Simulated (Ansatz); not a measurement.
The Ansatz (a program for electronic structure) input:
Ansatz 0.2 input:
```yaml
crystal:
  periodic: [false, false, false]
  atoms:
    - {symbol: B, position_ang: [-0.65587946, 0.14196566, 0.01662518]}
    - {symbol: N, position_ang: [0.60502837, -0.19409535, -0.01952649]}
    - {symbol: H, position_ang: [-1.52568697, -0.65179993, -0.02650347]}
    - {symbol: H, position_ang: [-1.00555975, 1.27397698, 0.09559561]}
    - {symbol: H, position_ang: [1.57544545, 0.02666206, -0.01553258]}
basis:
  gaussian:
    orbitals: 6-31G__.json
magnetization: {spin_polarized: true, initial_magnetization: 1}
correlation: {method: ccsd_t}
```
The basis file holds 6-31G** in the JSON format of the Basis Set Exchange.

Problem. What does this run give for the MP2 correlation energy, T1 diagnostic, coupled-cluster correlation energy (without the perturbative part), SCF-reference <S^2>, total energy, number of basis functions?

Solution. 
| Item | Value |
|---|---|
| MP2 correlation energy | -0.2276 Eh |
| T1 diagnostic | 0.031 |
| coupled-cluster correlation energy (without the perturbative part) | -0.2593 Eh |
| SCF-reference <S^2> | 0.771 |
| total energy | -81.1084 Eh |
| number of basis functions | 45 |
